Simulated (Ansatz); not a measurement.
One change: `B[SiH](O)F` becomes `B[SiH](O)C=O`.

Ansatz, PBE0-D4/def2-TZVP geometries, multiplicity 1. Each molecule was computed in one conformer, which needn't be the lowest.

| property | `B[SiH](O)F` |
| --- | --- |
| HOMO energy (PBE0/def2-TZVPP) / eV | -8.28 |
| LUMO energy (PBE/def2-TZVPP) / eV | -3.75 |
| size of the dipole moment (B3LYP/def2-TZVPP) / D | 1.85 |
| HOMO–LUMO gap (ωB97M-V/def2-TZVPP) / eV | 9.73 |
| HOMO energy (B3LYP/def2-TZVPP) / eV | -8.09 |
| HOMO energy (ωB97M-V/def2-TZVPP) / eV | -10.48 |

Task: What does the change do to each property? (Estimate.)

Result: Computed: 
```tsv
property	`B[SiH](O)C=O`	shift
HOMO energy (PBE0/def2-TZVPP) / eV	-7.25	1.03
LUMO energy (PBE/def2-TZVPP) / eV	-3.76	-0.01
size of the dipole moment (B3LYP/def2-TZVPP) / D	1.82	-0.03
HOMO–LUMO gap (ωB97M-V/def2-TZVPP) / eV	8.61	-1.12
HOMO energy (B3LYP/def2-TZVPP) / eV	-7.05	1.04
HOMO energy (ωB97M-V/def2-TZVPP) / eV	-9.49	0.99
```

With PBE0 the HOMO rises by 1.03 eV and the LUMO falls by 0.09 eV, so the gap narrows by about 1.12 eV. PBE moves the HOMO by 1.00 eV and ωB97M-V by 0.99 eV. Dipoles are sizes alone; their direction can turn.

B3LYP here is the variant with VWN-RPA as its local correlation; programs differ in this.
